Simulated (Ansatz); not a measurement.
Compare A (`FC1=C(F)C(F)(F)C1`) with its isomer B (`FC1=C(F)[C@@H](F)[C@@H]1F`).

Calculated with Ansatz (gas phase, PBE0-D4/def2-TZVP geometries, no zero-point term in ΔE). CBS: MP2 limit from def2 TZ/QZ plus the TZ coupled-cluster correction, frozen cores. Functionals use def2-TZVPP. B3LYP here is the variant with VWN-RPA as its local correlation; programs differ in this.

Question: Which isomer does CCSD(T)/CBS put lower? Give the gap. (Best estimate.)

Answer: The calculation gave: A, by 27.4 kJ/mol.

Question: Give E(B) − E(A) in kJ/mol with B3LYP, B3LYP-D4, CCSD/def2-TZVPP, r2SCAN-D4, CCSD(T)/def2-TZVPP, CCSD(T)/def2-SVP, PBE0-D4. (Estimate.)

Answer: The calculation gave: B3LYP 23.7, B3LYP-D4 24.1, CCSD/def2-TZVPP 28.0, r2SCAN-D4 29.1, CCSD(T)/def2-TZVPP 28.1, CCSD(T)/def2-SVP 36.1, PBE0-D4 27.7. None reverses the order clearly.

Question: Does the order hold for the free energy at 298.15 K (harmonic terms from PBE0-D4)? (Estimate.)

Answer: Ansatz gave: Yes: G(B) − G(A) = +29.4 kJ/mol.

Largest T1 diagnostic: 0.012.

From BLYP to BHLYP (50 % exact exchange), in def2-TZVPP and without D4, E(B) − E(A) moves by +5.1 kJ/mol. At CCSD(T), def2-SVP lies +8.6 kJ/mol from the extrapolated value and def2-TZVPP +0.7 kJ/mol.
